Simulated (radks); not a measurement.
Coulomb parameter of the 3d shell of neutral vanadium in the model configuration [Ar] 3d2 4s2 4p1, as a second difference U = [E(n + 0.25) + E(n - 0.25) - 2 E(n)] / (0.25)^2 with all orbitals relaxed. "Bare": the charge of the atom changes with n. "Screened": the 4p shell takes up the change at fixed total charge, which measures U(3d,3d) + U(4p,4p) - 2 U(3d,4p). Method: Dirac Kohn-Sham, LDA (Slater exchange, Perdew-Wang correlation), spin-unpolarised, spherical densities, point nucleus; open shells are shared between the two j in proportion to 2j + 1; computed with a radial shooting solver on a logarithmic mesh with Libxc functionals.

\begin{tabular}{lrr}
case & configuration & E - E(n) (eV) \\ \hline
start & [Ar] 3d2 4s2 4p1 & 0.000 \\
bare +0.25 & [Ar] 3d2.25 4s2 4p1 & -2.355 \\
bare -0.25 & [Ar] 3d1.75 4s2 4p1 & 3.097 \\
screened +0.25 & [Ar] 3d2.25 4s2 4p0.75 & -1.896 \\
screened -0.25 & [Ar] 3d1.75 4s2 4p1.25 & 2.201 \\
\end{tabular}

U(bare) = 11.872 eV, U(screened by 4p) = 4.882 eV, against the Slater integral F0(3d,3d) = 19.923 eV with frozen orbitals. The step up makes a negative ion, whose loosely bound charge lowers the bare value.
